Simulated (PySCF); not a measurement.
**Energy of Os (osmium, neutral) between two integer charges**

The 6s beta orbital of [Xe] 4f14 5d6 6s2 is emptied in steps (occupation f), with all orbitals relaxed, ending at [Xe] 4f14 5d6 6s1. Computed with PySCF 2.14 in aug-cc-pVDZ-PP with ECP60MDF (5s5p4d2f, 54 functions), with a scalar-relativistic core potential. The exact energy is a straight line in f; departures are measured from the line between the end points of the same method.

```tsv
f	BHandHLYP (eV)	MN15 (eV)
1	0.000	0.000
0.8	-0.256	-0.265
0.6	-0.389	-0.383
0.4	-0.395	-0.359
0.2	-0.268	-0.217
0	0.000	0.000
```

| method | E(f=0) − E(f=1) (eV) | −ε at f=1 (eV) | −ε at f=0.4 (eV) |
| --- | --- | --- | --- |
| BHandHLYP | 8.181 | 6.599 | 8.479 |
| MN15 | 8.539 | 6.846 | 8.984 |

Orbital energy along the path (eV):

```json
{"f": "1", "BHandHLYP": "-6.599", "MN15": "-6.846"}
{"f": "0.8", "BHandHLYP": "-7.205", "MN15": "-7.583"}
{"f": "0.6", "BHandHLYP": "-7.830", "MN15": "-8.313"}
{"f": "0.4", "BHandHLYP": "-8.479", "MN15": "-8.984"}
{"f": "0.2", "BHandHLYP": "-9.162", "MN15": "-9.485"}
{"f": "0", "BHandHLYP": "-9.861", "MN15": "-9.224"}
```

As f goes to zero the orbital energy of a semilocal functional can turn back, because the density of that orbital vanishes from the exchange-correlation potential.

Reference removal energy between the ground levels: 8.438 eV (measured; NIST Atomic Spectra Database, ionization energies). The calculation has no spin-orbit coupling.
